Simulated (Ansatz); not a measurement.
System: GeNH₂Br, charge 0, singlet. GeNH2Br (SMILES [NH2][Ge][Br]).
B3LYP-D3(BJ)/def2-TZVP minimum from Ansatz (a program for electronic structure):
```xyz
5

Ge    -0.5953    -0.5869     0.7226
Br     0.6659     1.0491    -0.5015
N     -0.4794    -1.9023    -0.5352
H      0.0016    -1.8114    -1.4186
H     -0.9029    -2.8094    -0.4037
```

Total energies in cc-pVDZ, 18 correlated electrons, 29 frozen orbitals. Radicals and triplets start from unrestricted determinants; spin-orbit coupling is neglected. Cores are frozen in correlated methods (noble-gas shells, and filled d and f shells in the p block). No relativity. Spin-orbit terms, left out, reach several kcal/mol for Br and I, and more for heavier atoms.

```tsv
method	program	energy (Eh)	minus CCSDT(Q) (mEh)
HF	Ansatz	-4703.40126	405.84
MP2	Ansatz	-4703.76473	42.37
CCSD	Ansatz	-4703.79381	13.29
CCSD(T)	Ansatz	-4703.80504	2.06
CCSDT(Q)	Ansatz	-4703.80710	0.00
```

Rough core times of Ansatz's runs on a shared machine: CCSD(T) under 20 s, CCSDT(Q) 50 s.
